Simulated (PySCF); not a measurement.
Level of theory: M06-2X/def2-TZVP // B3LYP-D3(BJ)/def2-SVP (PySCF). Isolated molecules, 0 K electronic values unless said otherwise. Delta-SCF ions had no search for a lower state. 

Reference species (SMILES): `c1c(cc2c(c1[SiH3])scc2)C` (neutral, multiplicity 1).

```yaml
vertical ionisation energy (Delta-SCF): 8.21 eV
dipole_moment: 1.53 D
LUMO: -0.29 eV
```

Changed species: `Cc1cc([SiH3])c2ccsc2c1`.

Problem. Give the shifts of the vertical ionisation energy (Delta-SCF), dipole moment and LUMO.

Solution. the vertical ionisation energy (Delta-SCF) falls by 0.05 eV, to 8.16 eV; the dipole moment falls by 1.00 D, to 0.53 D; the LUMO falls by 0.05 eV, to -0.34 eV.
